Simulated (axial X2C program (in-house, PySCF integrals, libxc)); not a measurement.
Nuclear properties of BaFe

Calculated with an in-house all-electron X2C program for linear molecules (integrals from PySCF): two-component X2C with atomic mean-field Coulomb and Gaunt terms, Gaussian nuclei, basis Ba dyall-cv3z, Fe dyall-cv3z with contracted cores.

R = 2.976 Å (near the PBE0 minimum at charge 0 of the determinant lowest at the starting distance; the state shown can have its own minimum elsewhere).

Input and command:
```json
{"zs": [56, 26], "q": 0, "bas": ["dyall-cv3z", "dyall-cv3z"], "r0": 3.12, "levels": ["PBE0", "HF", "BP86", "r2SCAN", "LDA"], "nst": 3}
```
```bash
python soeom.py task.json out
```

Keys: zs atomic numbers; q charge; bas basis sets; r0 starting distance in Å; levels methods; nst determinants followed.

Determinant lowest in the PBE0 search, Ω = 2 (⟨Sz⟩ = 2.00, ⟨Lz⟩ = 0.00 at PBE0), spin on the atoms Ba 0.27, Fe 1.73:

```tsv
level	Eeff magnitude (GV/cm)	Ws magnitude Ba (kHz)	A∥/gI Ba (MHz)	qzz Ba (a.u.)	A∥/gI Fe (MHz)	qzz Fe (a.u.)	μ (D)
PBE0	7.63	2.58	630	-1.21	237	-1.71	-1.79
HF	9.28	3.49	601	-1.10	45.6	-1.05	0.07
BP86	6.42	2.15	716	-1.15	263	-1.79	-2.17
r2SCAN	8.4	2.97	640	-1.13	298	-1.68	-1.87
LDA	6.27	2.11	778	-1.19	267	-1.83	-2.27
```

Eeff is the effective electric field on the electron electric dipole moment in this Ω state and Ws the scalar–pseudoscalar constant of the nucleus named (defined with the proton number Z and per Ω); A∥ (defined per Ω) follows by multiplying with gI = μI/(I μN); qzz is the electric field gradient, eQq0 = 234.96 MHz × Q/barn × qzz; μ is positive if the Fe end (last atom) is positive. The operators were transformed with the bare-nucleus X2C matrices; with these basis sets, hyperfine constants and field gradients can be off by tens of per cent, and where levels differ in sign neither size nor sign is settled.

Task: With gI(137Ba) = 0.6249, Q(137Ba) = 0.236 barn (g factors from the IAEA table of nuclear moments by Stone; Q from Pyykkö, Mol. Phys. 2018), turn the PBE0 values of the first state into constants in MHz.

Result: A∥(137Ba) = 630 × 0.6249 = 394 MHz; eQq0(137Ba) = 234.96 × (0.236) × (-1.21) = -67.1 MHz.

Each state is one determinant with collinear spin, which with several unpaired electrons need not be a pure state. Unrestricted Hartree–Fock can overshoot spin polarisation at the nuclei. This is the top spin component of a Σ state; components of lower Ω are not single determinants and can lie lower. With several open shells hyperfine constants can be off by a factor of several. Open-shell Ω = 0 determinants with evenly filled partner blocks cannot be reached by this program, so the Ω shown need not be the lowest component. At LDA a later determinant lies lower. States lie within half an eV, so the first need not be the ground state. Further determinants of the search, some of them spin-mixed, are not shown. Where a field gradient or hyperfine factor spreads by more than a factor of two over the levels, a constant derived from it is not to be relied on.
